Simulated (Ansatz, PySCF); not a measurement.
dimethyl selenide (SMILES C[Se]C) and H2O (SMILES O) are pulled apart as rigid monomers along the line of their centres of mass, from the B3LYP-D3(BJ)/def2-TZVP minimum. Starting geometry (charge 0, multiplicity 1):
```xyz
12

C     -0.89416     1.69411    -0.20739
Se     0.59858     0.44934     0.06817
C     -0.43148    -1.20351    -0.17863
H     -1.66101     1.51309     0.54170
H     -0.49389     2.69885    -0.09093
H     -1.29245     1.57289    -1.21206
H     -1.21790    -1.25642     0.57020
H      0.26170    -2.03116    -0.04554
H     -0.84590    -1.23098    -1.18372
O     -1.18663     0.19325     2.91138
H     -0.87964     0.23791     3.82208
H     -0.39314     0.31461     2.36280
```

Interaction energies with rigid monomers; basis-set methods are counterpoise corrected unless marked otherwise.

Frozen-core correlation. Filled d and f shells under p-block atoms count as core. Rows in 3-21G, STO-3G carry no dispersion term and start afresh at each structure; the Pople sets are all-electron and without relativity.

The values were computed with Ansatz (Gaussian basis) for Hartree–Fock, density functionals and correlated methods; PySCF for 3-21G rows, STO-3G rows, the dispersion terms. Values without a source in brackets are computed.

```json
[
 {"Se2···H12 (Å)": "2.25", "HF/STO-3G (no counterpoise) (kJ/mol)": "-0.4", "PBE-D3(BJ)/def2-TZVPPD (kJ/mol)": "-21.8", "B3LYP/3-21G (no counterpoise) (kJ/mol)": "-31.8", "B3LYP-D4/def2-TZVPPD (kJ/mol)": "-17.2", "CCSD/aug-cc-pVDZ (kJ/mol)": "-8.1"},
 {"Se2···H12 (Å)": "2.50", "HF/STO-3G (no counterpoise) (kJ/mol)": "-8.0", "PBE-D3(BJ)/def2-TZVPPD (kJ/mol)": "-25.3", "B3LYP/3-21G (no counterpoise) (kJ/mol)": "-32.7", "B3LYP-D4/def2-TZVPPD (kJ/mol)": "-22.1", "CCSD/aug-cc-pVDZ (kJ/mol)": "-16.1"},
 {"Se2···H12 (Å)": "2.88", "HF/STO-3G (no counterpoise) (kJ/mol)": "-7.4", "PBE-D3(BJ)/def2-TZVPPD (kJ/mol)": "-20.9", "B3LYP/3-21G (no counterpoise) (kJ/mol)": "-23.3", "B3LYP-D4/def2-TZVPPD (kJ/mol)": "-18.6", "CCSD/aug-cc-pVDZ (kJ/mol)": "-15.8"},
 {"Se2···H12 (Å)": "3.50", "HF/STO-3G (no counterpoise) (kJ/mol)": "-3.7", "PBE-D3(BJ)/def2-TZVPPD (kJ/mol)": "-11.5", "B3LYP/3-21G (no counterpoise) (kJ/mol)": "-9.8", "B3LYP-D4/def2-TZVPPD (kJ/mol)": "-9.7", "CCSD/aug-cc-pVDZ (kJ/mol)": "-9.4"},
 {"Se2···H12 (Å)": "4.51", "HF/STO-3G (no counterpoise) (kJ/mol)": "-1.6", "PBE-D3(BJ)/def2-TZVPPD (kJ/mol)": "…", "B3LYP/3-21G (no counterpoise) (kJ/mol)": "…", "B3LYP-D4/def2-TZVPPD (kJ/mol)": "-3.1", "CCSD/aug-cc-pVDZ (kJ/mol)": "-3.6"}
]
```

Q: What belongs in the gaps?

A: 
- 4.51, PBE-D3(BJ)/def2-TZVPPD (kJ/mol): -4.0
- 4.51, B3LYP/3-21G (no counterpoise) (kJ/mol): -2.8

Ansatz is a quantum-chemistry and plane-wave program.
